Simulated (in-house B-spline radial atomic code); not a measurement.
**LDA VWN5 excitations of Ag⁺**

Method: LDA VWN5. Computed with an all-electron radial atomic-structure program (B-spline basis): linear response of the closed shell [Kr] 4d10 with the functional's adiabatic kernel; non-relativistic, point nucleus, no spin-orbit coupling, no double excitations, S, P, D and F terms only; shells from n = 2 respond. Only terms of natural parity with L up to 3 were computed.

Without relativity these are model numbers for so heavy an element.

Command:
```bash
python run_td.py task.json out
```
Settings (radii: box in bohr, nucleus in fm):
```
Z                        47
electrons                46
configuration            [Kr] 4d10
hamiltonian              nr
method                   lda,vwn
box_radius               41.61
intervals                59
```

Cost of the run: 3.7 s on 1 thread of Arm Neoverse N1 (shared host).

The lowest states, in the order of their Tamm-Dancoff energies; the method's threshold (minus the highest occupied level) is 16.156 eV. Labels give the largest channel, * marks a mixed state, and oscillator strengths are full-response dipole values. Semilocal kernels can invert the small singlet-triplet splittings of Rydberg terms. Energies in eV:

| state | full response | Tamm-Dancoff | oscillator strength |
| --- | --- | --- | --- |
| 4d → 5s 3D | 5.044 | 5.060 | - |
| 4d → 5s 1D | 5.537 | 5.558 | - |
| 4d → 5p 3P | 9.604 | 9.622 | - |
| 4d → 5p 3F | 9.735 | 9.742 | - |
| 4d → 5p 1F | ? | ? | - |
| 4d → 5p 1P | 10.401 | 10.472 | 0.571 |
| 4d → 6s 3D | 13.384 | 13.386 | - |
| 4d → 6s 1D | ? | ? | - |
| 4d → 5d 3S | 14.136 | 14.140 | - |
| 4d → 5d 3D | 14.228 | 14.229 | - |

(1) Where does 4d → 6s 1D lie?

(2) Where does 4d → 5p 1F lie?

(3) How large is the singlet-triplet splitting of 4d → 5s (D terms) in Tamm-Dancoff?

(4) What polarisabilities and dispersion coefficient does the method give?

Results:

(1) At 13.423 eV in full response, 13.425 eV in Tamm-Dancoff.

(2) At 9.867 eV in full response, 9.870 eV in Tamm-Dancoff.

(3) 0.498 eV, from the unrounded values.

(4) Dipole 10.12 bohr³, quadrupole 62.38 bohr⁵, C6 59.99 hartree·bohr⁶ for two such species.
